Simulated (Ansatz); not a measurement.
Basis-set extrapolation for C$_{2}$H$_{9}$FSi$_{2}$ (`CC[SiH](F)[SiH3]`) (PBE0-D4/def2-TZVP geometry, frozen core, Ansatz). Multiplicity 1, RHF reference.

```csv
,def2-TZVPP,def2-QZVPP
HF,-758.445659,-758.472440
MP2 correlation,-0.853672,-0.919095
CCSD(T) correlation,-0.947309,not run
```

Energies in hartree. Use E(X) = E(∞) + A·exp(−7.88·√X) for Hartree–Fock and E(X) = E(∞) + B·X^(−2.97) for correlation, with X = 3 and 4, and add CCSD(T) minus MP2 of the smaller set to the MP2 limit.

**Question.** What is the CCSD(T) energy at the basis-set limit?

**Answer.** HF limit: -758.472440 + (-0.026781) × 0.13774 = -758.47613. MP2 limit: -0.919095 + (-0.065423) × 0.74074 = -0.96756. Higher-order term: -0.947309 − (-0.853672) = -0.09364. Total: -759.53733 hartree, 90.6 kcal/mol below CCSD(T)/def2-TZVPP.
